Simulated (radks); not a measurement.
Spherical quantum dot in the effective-mass picture: electrons in a parabolic well V = omega^2 r^2 / 2 with omega = 1.23, all in effective atomic units (hartree* = m*/eps^2 hartree, bohr* = eps/m* bohr), one dielectric constant everywhere. Method: non-relativistic Kohn-Sham, LDA (Slater exchange, Perdew-Wang correlation), spin-polarised, spherical densities; computed with a radial shooting solver with Libxc functionals. Levels are named by radial order and angular momentum (1s, 1p, 1d, 2s, ...), and open shells are averaged over m.

N = 21, configuration 1s2 1p6 1d10 2s2 1f(up 1, down 0). This is the lowest configuration that the search found. Occupied and some empty levels:

level,occupation,eigenvalue (hartree*),<r> (bohr*)
1s up,1,12.246,1.508
1s down,1,12.254,1.502
1p up,3,12.814,1.872
1p down,3,12.826,1.868
1d up,5,13.467,2.130
1d down,5,13.481,2.128
2s up,1,13.632,1.845
2s down,1,13.642,1.847
1f up,1,14.190,2.337
1f down,0,14.206,2.336
2p up,0,14.428,2.084
2p down,0,14.438,2.085
1g up,0,14.975,2.513
1g down,0,14.991,2.514
2d up,0,15.260,2.301
2d down,0,15.270,2.302

Energy (hartree*): total 181.105, kinetic 23.361, external 68.403, Hartree 99.737, exchange-correlation -10.397.
